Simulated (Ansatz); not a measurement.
AlBH₄S₂, SMILES `[AlH2][S]BS` from Hartree–Fock to CCSD(T)

| atom | x (Å) | y (Å) | z (Å) |
| --- | --- | --- | --- |
| Al1 | 0.591 | -1.350 | 0.883 |
| S2 | -0.972 | -1.004 | -0.611 |
| B3 | -0.963 | 0.748 | -1.062 |
| S4 | 0.047 | 2.103 | -0.505 |
| H5 | 1.516 | -0.177 | 1.406 |
| H6 | 0.721 | -2.837 | 1.390 |
| H7 | -1.776 | 1.060 | -1.877 |
| H8 | 0.836 | 1.457 | 0.376 |

Charge 0, multiplicity 1. The geometry is a stationary point of PBE0-D4/def2-TZVP. It is one conformer, not always the lowest. Frozen core, restricted reference, Ansatz. CBS rows extrapolate triple and quadruple zeta; past MP2 they add the triple-zeta difference.

```tsv
basis	HF (Eh)	MP2 corr.	CCSD corr.	(T)	CCSD(T) total
def2-SVP	-1063.72717	?	?	-0.01506	?
def2-TZVPP	-1064.11317	-0.53404	-0.58786	-0.02760	-1064.72863
def2-QZVPP	?	?	–	–	–
CBS(def2)	-1064.14766	-0.61049	-0.66431	as TZ	-1064.83957
```

(1) Fill in the withheld values. (Estimate.)

Answers

(1) Computed: def2-SVP MP2 corr.: -0.41065; def2-SVP CCSD corr.: -0.46330; def2-SVP CCSD(T) total: -1064.20553; def2-QZVPP HF (Eh): -1064.14349; def2-QZVPP MP2 corr.: -0.57796.
